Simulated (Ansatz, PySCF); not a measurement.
Potential energy curve for BeH (cation, charge +1), singlet.

- UHF/aug-cc-pVDZ (Ansatz, an electronic-structure program)
- RHF/aug-cc-pVDZ (Ansatz)
- UKS-CAM-B3LYP = Ansatz with unrestricted CAM-B3LYP/aug-cc-pVDZ
- RKS-CAM-B3LYP = restricted CAM-B3LYP/aug-cc-pVDZ run with Ansatz
- UKS-PBE0 = unrestricted PBE0/aug-cc-pVDZ (Ansatz)
- RKS-PBE0 = restricted PBE0/aug-cc-pVDZ (Ansatz)
- UKS-PBE = unrestricted PBE/aug-cc-pVDZ in Ansatz
- RKS-PBE = restricted PBE/aug-cc-pVDZ run with Ansatz
- UKS-B3LYP/6-31G* = unrestricted B3LYP/6-31G*, spherical d in PySCF
- RKS-B3LYP/6-31G* = restricted B3LYP/6-31G*, spherical d run with PySCF
- UKS-B3LYP/6-311+G** = unrestricted B3LYP/6-311+G**, spherical d in PySCF
- RKS-B3LYP/6-311+G** = PySCF with restricted B3LYP/6-311+G**, spherical d

Scanned distances (Å): 1.08, 1.13, 1.21, 1.24, 1.31, 1.33, 1.38, 1.43, 1.45, 1.54, 1.64, 1.80, 2.01, 2.22, 2.39, 2.69, 2.93, 3.26, 3.62, 4.05, 4.71, 5.26.

Task: Where does the unrestricted solution first break spin symmetry (<S²> of 0.01 or more)?

Result: UHF: between 1.64 and 1.80 Å; UKS-CAM-B3LYP: between 1.80 and 2.01 Å; UKS-PBE0: between 1.80 and 2.01 Å; UKS-PBE: between 1.80 and 2.01 Å; UKS-B3LYP/6-31G*: between 1.80 and 2.01 Å; UKS-B3LYP/6-311+G**: between 1.80 and 2.01 Å.

```json
[
 {"R / Å": "1.08", "<S²> UHF": "0.00", "E(RHF) − E(UHF) / kJ/mol": "0.0", "<S²> UKS-CAM-B3LYP": "0.00", "E(RKS-CAM-B3LYP) − E(UKS-CAM-B3LYP) / kJ/mol": "0.0", "<S²> UKS-PBE0": "0.00", "E(RKS-PBE0) − E(UKS-PBE0) / kJ/mol": "0.0", "<S²> UKS-PBE": "0.00", "E(RKS-PBE) − E(UKS-PBE) / kJ/mol": "0.0", "<S²> UKS-B3LYP/6-31G*": "0.00", "E(RKS-B3LYP/6-31G*) − E(UKS-B3LYP/6-31G*) / kJ/mol": "0.0", "<S²> UKS-B3LYP/6-311+G**": "0.00", "E(RKS-B3LYP/6-311+G**) − E(UKS-B3LYP/6-311+G**) / kJ/mol": "0.0"},
 {"R / Å": "1.13", "<S²> UHF": "0.00", "E(RHF) − E(UHF) / kJ/mol": "0.0", "<S²> UKS-CAM-B3LYP": "0.00", "E(RKS-CAM-B3LYP) − E(UKS-CAM-B3LYP) / kJ/mol": "0.0", "<S²> UKS-PBE0": "0.00", "E(RKS-PBE0) − E(UKS-PBE0) / kJ/mol": "0.0", "<S²> UKS-PBE": "0.00", "E(RKS-PBE) − E(UKS-PBE) / kJ/mol": "0.0", "<S²> UKS-B3LYP/6-31G*": "0.00", "E(RKS-B3LYP/6-31G*) − E(UKS-B3LYP/6-31G*) / kJ/mol": "0.0", "<S²> UKS-B3LYP/6-311+G**": "0.00", "E(RKS-B3LYP/6-311+G**) − E(UKS-B3LYP/6-311+G**) / kJ/mol": "0.0"},
 {"R / Å": "1.21", "<S²> UHF": "0.00", "E(RHF) − E(UHF) / kJ/mol": "0.0", "<S²> UKS-CAM-B3LYP": "0.00", "E(RKS-CAM-B3LYP) − E(UKS-CAM-B3LYP) / kJ/mol": "0.0", "<S²> UKS-PBE0": "0.00", "E(RKS-PBE0) − E(UKS-PBE0) / kJ/mol": "0.0", "<S²> UKS-PBE": "0.00", "E(RKS-PBE) − E(UKS-PBE) / kJ/mol": "0.0", "<S²> UKS-B3LYP/6-31G*": "0.00", "E(RKS-B3LYP/6-31G*) − E(UKS-B3LYP/6-31G*) / kJ/mol": "0.0", "<S²> UKS-B3LYP/6-311+G**": "0.00", "E(RKS-B3LYP/6-311+G**) − E(UKS-B3LYP/6-311+G**) / kJ/mol": "0.0"},
 {"R / Å": "1.24", "<S²> UHF": "0.00", "E(RHF) − E(UHF) / kJ/mol": "0.0", "<S²> UKS-CAM-B3LYP": "0.00", "E(RKS-CAM-B3LYP) − E(UKS-CAM-B3LYP) / kJ/mol": "0.0", "<S²> UKS-PBE0": "0.00", "E(RKS-PBE0) − E(UKS-PBE0) / kJ/mol": "0.0", "<S²> UKS-PBE": "0.00", "E(RKS-PBE) − E(UKS-PBE) / kJ/mol": "0.0", "<S²> UKS-B3LYP/6-31G*": "0.00", "E(RKS-B3LYP/6-31G*) − E(UKS-B3LYP/6-31G*) / kJ/mol": "0.0", "<S²> UKS-B3LYP/6-311+G**": "0.00", "E(RKS-B3LYP/6-311+G**) − E(UKS-B3LYP/6-311+G**) / kJ/mol": "0.0"},
 {"R / Å": "1.31", "<S²> UHF": "0.00", "E(RHF) − E(UHF) / kJ/mol": "0.0", "<S²> UKS-CAM-B3LYP": "0.00", "E(RKS-CAM-B3LYP) − E(UKS-CAM-B3LYP) / kJ/mol": "0.0", "<S²> UKS-PBE0": "0.00", "E(RKS-PBE0) − E(UKS-PBE0) / kJ/mol": "0.0", "<S²> UKS-PBE": "0.00", "E(RKS-PBE) − E(UKS-PBE) / kJ/mol": "0.0", "<S²> UKS-B3LYP/6-31G*": "0.00", "E(RKS-B3LYP/6-31G*) − E(UKS-B3LYP/6-31G*) / kJ/mol": "0.0", "<S²> UKS-B3LYP/6-311+G**": "0.00", "E(RKS-B3LYP/6-311+G**) − E(UKS-B3LYP/6-311+G**) / kJ/mol": "0.0"},
 {"R / Å": "1.33", "<S²> UHF": "0.00", "E(RHF) − E(UHF) / kJ/mol": "0.0", "<S²> UKS-CAM-B3LYP": "0.00", "E(RKS-CAM-B3LYP) − E(UKS-CAM-B3LYP) / kJ/mol": "0.0", "<S²> UKS-PBE0": "0.00", "E(RKS-PBE0) − E(UKS-PBE0) / kJ/mol": "0.0", "<S²> UKS-PBE": "0.00", "E(RKS-PBE) − E(UKS-PBE) / kJ/mol": "0.0", "<S²> UKS-B3LYP/6-31G*": "0.00", "E(RKS-B3LYP/6-31G*) − E(UKS-B3LYP/6-31G*) / kJ/mol": "0.0", "<S²> UKS-B3LYP/6-311+G**": "0.00", "E(RKS-B3LYP/6-311+G**) − E(UKS-B3LYP/6-311+G**) / kJ/mol": "0.0"},
 {"R / Å": "1.38", "<S²> UHF": "0.00", "E(RHF) − E(UHF) / kJ/mol": "0.0", "<S²> UKS-CAM-B3LYP": "0.00", "E(RKS-CAM-B3LYP) − E(UKS-CAM-B3LYP) / kJ/mol": "0.0", "<S²> UKS-PBE0": "0.00", "E(RKS-PBE0) − E(UKS-PBE0) / kJ/mol": "0.0", "<S²> UKS-PBE": "0.00", "E(RKS-PBE) − E(UKS-PBE) / kJ/mol": "0.0", "<S²> UKS-B3LYP/6-31G*": "0.00", "E(RKS-B3LYP/6-31G*) − E(UKS-B3LYP/6-31G*) / kJ/mol": "0.0", "<S²> UKS-B3LYP/6-311+G**": "0.00", "E(RKS-B3LYP/6-311+G**) − E(UKS-B3LYP/6-311+G**) / kJ/mol": "0.0"},
 {"R / Å": "1.43", "<S²> UHF": "0.00", "E(RHF) − E(UHF) / kJ/mol": "0.0", "<S²> UKS-CAM-B3LYP": "0.00", "E(RKS-CAM-B3LYP) − E(UKS-CAM-B3LYP) / kJ/mol": "0.0", "<S²> UKS-PBE0": "0.00", "E(RKS-PBE0) − E(UKS-PBE0) / kJ/mol": "0.0", "<S²> UKS-PBE": "0.00", "E(RKS-PBE) − E(UKS-PBE) / kJ/mol": "0.0", "<S²> UKS-B3LYP/6-31G*": "0.00", "E(RKS-B3LYP/6-31G*) − E(UKS-B3LYP/6-31G*) / kJ/mol": "0.0", "<S²> UKS-B3LYP/6-311+G**": "0.00", "E(RKS-B3LYP/6-311+G**) − E(UKS-B3LYP/6-311+G**) / kJ/mol": "0.0"},
 {"R / Å": "1.45", "<S²> UHF": "0.00", "E(RHF) − E(UHF) / kJ/mol": "0.0", "<S²> UKS-CAM-B3LYP": "0.00", "E(RKS-CAM-B3LYP) − E(UKS-CAM-B3LYP) / kJ/mol": "0.0", "<S²> UKS-PBE0": "0.00", "E(RKS-PBE0) − E(UKS-PBE0) / kJ/mol": "0.0", "<S²> UKS-PBE": "0.00", "E(RKS-PBE) − E(UKS-PBE) / kJ/mol": "0.0", "<S²> UKS-B3LYP/6-31G*": "0.00", "E(RKS-B3LYP/6-31G*) − E(UKS-B3LYP/6-31G*) / kJ/mol": "0.0", "<S²> UKS-B3LYP/6-311+G**": "0.00", "E(RKS-B3LYP/6-311+G**) − E(UKS-B3LYP/6-311+G**) / kJ/mol": "0.0"},
 {"R / Å": "1.54", "<S²> UHF": "0.00", "E(RHF) − E(UHF) / kJ/mol": "0.0", "<S²> UKS-CAM-B3LYP": "0.00", "E(RKS-CAM-B3LYP) − E(UKS-CAM-B3LYP) / kJ/mol": "0.0", "<S²> UKS-PBE0": "0.00", "E(RKS-PBE0) − E(UKS-PBE0) / kJ/mol": "0.0", "<S²> UKS-PBE": "0.00", "E(RKS-PBE) − E(UKS-PBE) / kJ/mol": "0.0", "<S²> UKS-B3LYP/6-31G*": "0.00", "E(RKS-B3LYP/6-31G*) − E(UKS-B3LYP/6-31G*) / kJ/mol": "0.0", "<S²> UKS-B3LYP/6-311+G**": "0.00", "E(RKS-B3LYP/6-311+G**) − E(UKS-B3LYP/6-311+G**) / kJ/mol": "0.0"},
 {"R / Å": "1.64", "<S²> UHF": "0.00", "E(RHF) − E(UHF) / kJ/mol": "0.0", "<S²> UKS-CAM-B3LYP": "0.00", "E(RKS-CAM-B3LYP) − E(UKS-CAM-B3LYP) / kJ/mol": "0.0", "<S²> UKS-PBE0": "0.00", "E(RKS-PBE0) − E(UKS-PBE0) / kJ/mol": "0.0", "<S²> UKS-PBE": "0.00", "E(RKS-PBE) − E(UKS-PBE) / kJ/mol": "0.0", "<S²> UKS-B3LYP/6-31G*": "0.00", "E(RKS-B3LYP/6-31G*) − E(UKS-B3LYP/6-31G*) / kJ/mol": "0.0", "<S²> UKS-B3LYP/6-311+G**": "0.00", "E(RKS-B3LYP/6-311+G**) − E(UKS-B3LYP/6-311+G**) / kJ/mol": "0.0"},
 {"R / Å": "1.80", "<S²> UHF": "0.39", "E(RHF) − E(UHF) / kJ/mol": "11.1", "<S²> UKS-CAM-B3LYP": "0.00", "E(RKS-CAM-B3LYP) − E(UKS-CAM-B3LYP) / kJ/mol": "0.0", "<S²> UKS-PBE0": "0.00", "E(RKS-PBE0) − E(UKS-PBE0) / kJ/mol": "0.0", "<S²> UKS-PBE": "0.00", "E(RKS-PBE) − E(UKS-PBE) / kJ/mol": "0.0", "<S²> UKS-B3LYP/6-31G*": "0.00", "E(RKS-B3LYP/6-31G*) − E(UKS-B3LYP/6-31G*) / kJ/mol": "0.0", "<S²> UKS-B3LYP/6-311+G**": "0.00", "E(RKS-B3LYP/6-311+G**) − E(UKS-B3LYP/6-311+G**) / kJ/mol": "0.0"},
 {"R / Å": "2.01", "<S²> UHF": "0.66", "E(RHF) − E(UHF) / kJ/mol": "46.6", "<S²> UKS-CAM-B3LYP": "0.20", "E(RKS-CAM-B3LYP) − E(UKS-CAM-B3LYP) / kJ/mol": "2.4", "<S²> UKS-PBE0": "0.20", "E(RKS-PBE0) − E(UKS-PBE0) / kJ/mol": "2.1", "<S²> UKS-PBE": "0.02", "E(RKS-PBE) − E(UKS-PBE) / kJ/mol": "0.0", "<S²> UKS-B3LYP/6-31G*": "0.10", "E(RKS-B3LYP/6-31G*) − E(UKS-B3LYP/6-31G*) / kJ/mol": "0.6", "<S²> UKS-B3LYP/6-311+G**": "0.12", "E(RKS-B3LYP/6-311+G**) − E(UKS-B3LYP/6-311+G**) / kJ/mol": "0.8"},
 {"R / Å": "2.22", "<S²> UHF": "0.79", "E(RHF) − E(UHF) / kJ/mol": "90.5", "<S²> UKS-CAM-B3LYP": "0.48", "E(RKS-CAM-B3LYP) − E(UKS-CAM-B3LYP) / kJ/mol": "17.6", "<S²> UKS-PBE0": "0.51", "E(RKS-PBE0) − E(UKS-PBE0) / kJ/mol": "16.6", "<S²> UKS-PBE": "0.36", "E(RKS-PBE) − E(UKS-PBE) / kJ/mol": "5.9", "<S²> UKS-B3LYP/6-31G*": "0.39", "E(RKS-B3LYP/6-31G*) − E(UKS-B3LYP/6-31G*) / kJ/mol": "9.9", "<S²> UKS-B3LYP/6-311+G**": "0.40", "E(RKS-B3LYP/6-311+G**) − E(UKS-B3LYP/6-311+G**) / kJ/mol": "10.6"},
 {"R / Å": "2.39", "<S²> UHF": "0.86", "E(RHF) − E(UHF) / kJ/mol": "126.6", "<S²> UKS-CAM-B3LYP": "0.63", "E(RKS-CAM-B3LYP) − E(UKS-CAM-B3LYP) / kJ/mol": "35.6", "<S²> UKS-PBE0": "0.66", "E(RKS-PBE0) − E(UKS-PBE0) / kJ/mol": "33.9", "<S²> UKS-PBE": "0.56", "E(RKS-PBE) − E(UKS-PBE) / kJ/mol": "17.0", "<S²> UKS-B3LYP/6-31G*": "0.56", "E(RKS-B3LYP/6-31G*) − E(UKS-B3LYP/6-31G*) / kJ/mol": "23.0", "<S²> UKS-B3LYP/6-311+G**": "0.57", "E(RKS-B3LYP/6-311+G**) − E(UKS-B3LYP/6-311+G**) / kJ/mol": "23.7"},
 {"R / Å": "2.69", "<S²> UHF": "0.93", "E(RHF) − E(UHF) / kJ/mol": "186.0", "<S²> UKS-CAM-B3LYP": "0.79", "E(RKS-CAM-B3LYP) − E(UKS-CAM-B3LYP) / kJ/mol": "70.7", "<S²> UKS-PBE0": "0.81", "E(RKS-PBE0) − E(UKS-PBE0) / kJ/mol": "66.7", "<S²> UKS-PBE": "0.75", "E(RKS-PBE) − E(UKS-PBE) / kJ/mol": "41.3", "<S²> UKS-B3LYP/6-31G*": "0.75", "E(RKS-B3LYP/6-31G*) − E(UKS-B3LYP/6-31G*) / kJ/mol": "50.3", "<S²> UKS-B3LYP/6-311+G**": "0.76", "E(RKS-B3LYP/6-311+G**) − E(UKS-B3LYP/6-311+G**) / kJ/mol": "50.9"},
 {"R / Å": "2.93", "<S²> UHF": "0.96", "E(RHF) − E(UHF) / kJ/mol": "227.4", "<S²> UKS-CAM-B3LYP": "0.86", "E(RKS-CAM-B3LYP) − E(UKS-CAM-B3LYP) / kJ/mol": "96.9", "<S²> UKS-PBE0": "0.87", "E(RKS-PBE0) − E(UKS-PBE0) / kJ/mol": "90.0", "<S²> UKS-PBE": "0.81", "E(RKS-PBE) − E(UKS-PBE) / kJ/mol": "59.0", "<S²> UKS-B3LYP/6-31G*": "0.83", "E(RKS-B3LYP/6-31G*) − E(UKS-B3LYP/6-31G*) / kJ/mol": "70.7", "<S²> UKS-B3LYP/6-311+G**": "0.83", "E(RKS-B3LYP/6-311+G**) − E(UKS-B3LYP/6-311+G**) / kJ/mol": "71.2"},
 {"R / Å": "3.26", "<S²> UHF": "0.98", "E(RHF) − E(UHF) / kJ/mol": "274.2", "<S²> UKS-CAM-B3LYP": "0.92", "E(RKS-CAM-B3LYP) − E(UKS-CAM-B3LYP) / kJ/mol": "127.2", "<S²> UKS-PBE0": "0.92", "E(RKS-PBE0) − E(UKS-PBE0) / kJ/mol": "115.4", "<S²> UKS-PBE": "0.85", "E(RKS-PBE) − E(UKS-PBE) / kJ/mol": "77.6", "<S²> UKS-B3LYP/6-31G*": "0.88", "E(RKS-B3LYP/6-31G*) − E(UKS-B3LYP/6-31G*) / kJ/mol": "93.0", "<S²> UKS-B3LYP/6-311+G**": "0.88", "E(RKS-B3LYP/6-311+G**) − E(UKS-B3LYP/6-311+G**) / kJ/mol": "93.4"},
 {"R / Å": "3.62", "<S²> UHF": "0.99", "E(RHF) − E(UHF) / kJ/mol": "313.0", "<S²> UKS-CAM-B3LYP": "0.95", "E(RKS-CAM-B3LYP) − E(UKS-CAM-B3LYP) / kJ/mol": "152.2", "<S²> UKS-PBE0": "0.95", "E(RKS-PBE0) − E(UKS-PBE0) / kJ/mol": "134.9", "<S²> UKS-PBE": "0.87", "E(RKS-PBE) − E(UKS-PBE) / kJ/mol": "90.9", "<S²> UKS-B3LYP/6-31G*": "0.90", "E(RKS-B3LYP/6-31G*) − E(UKS-B3LYP/6-31G*) / kJ/mol": "109.7", "<S²> UKS-B3LYP/6-311+G**": "0.91", "E(RKS-B3LYP/6-311+G**) − E(UKS-B3LYP/6-311+G**) / kJ/mol": "110.0"},
 {"R / Å": "4.05", "<S²> UHF": "1.00", "E(RHF) − E(UHF) / kJ/mol": "345.7", "<S²> UKS-CAM-B3LYP": "0.98", "E(RKS-CAM-B3LYP) − E(UKS-CAM-B3LYP) / kJ/mol": "173.0", "<S²> UKS-PBE0": "0.97", "E(RKS-PBE0) − E(UKS-PBE0) / kJ/mol": "149.2", "<S²> UKS-PBE": "0.87", "E(RKS-PBE) − E(UKS-PBE) / kJ/mol": "99.8", "<S²> UKS-B3LYP/6-31G*": "0.91", "E(RKS-B3LYP/6-31G*) − E(UKS-B3LYP/6-31G*) / kJ/mol": "121.7", "<S²> UKS-B3LYP/6-311+G**": "0.92", "E(RKS-B3LYP/6-311+G**) − E(UKS-B3LYP/6-311+G**) / kJ/mol": "121.9"},
 {"R / Å": "4.71", "<S²> UHF": "1.00", "E(RHF) − E(UHF) / kJ/mol": "375.9", "<S²> UKS-CAM-B3LYP": "0.99", "E(RKS-CAM-B3LYP) − E(UKS-CAM-B3LYP) / kJ/mol": "191.6", "<S²> UKS-PBE0": "0.98", "E(RKS-PBE0) − E(UKS-PBE0) / kJ/mol": "158.9", "<S²> UKS-PBE": "0.85", "E(RKS-PBE) − E(UKS-PBE) / kJ/mol": "105.1", "<S²> UKS-B3LYP/6-31G*": "0.91", "E(RKS-B3LYP/6-31G*) − E(UKS-B3LYP/6-31G*) / kJ/mol": "129.6", "<S²> UKS-B3LYP/6-311+G**": "0.92", "E(RKS-B3LYP/6-311+G**) − E(UKS-B3LYP/6-311+G**) / kJ/mol": "129.8"},
 {"R / Å": "5.26", "<S²> UHF": "1.00", "E(RHF) − E(UHF) / kJ/mol": "389.8", "<S²> UKS-CAM-B3LYP": "1.00", "E(RKS-CAM-B3LYP) − E(UKS-CAM-B3LYP) / kJ/mol": "199.5", "<S²> UKS-PBE0": "0.97", "E(RKS-PBE0) − E(UKS-PBE0) / kJ/mol": "161.0", "<S²> UKS-PBE": "0.84", "E(RKS-PBE) − E(UKS-PBE) / kJ/mol": "105.9", "<S²> UKS-B3LYP/6-31G*": "0.90", "E(RKS-B3LYP/6-31G*) − E(UKS-B3LYP/6-31G*) / kJ/mol": "131.5", "<S²> UKS-B3LYP/6-311+G**": "0.91", "E(RKS-B3LYP/6-311+G**) − E(UKS-B3LYP/6-311+G**) / kJ/mol": "131.8"}
]
```
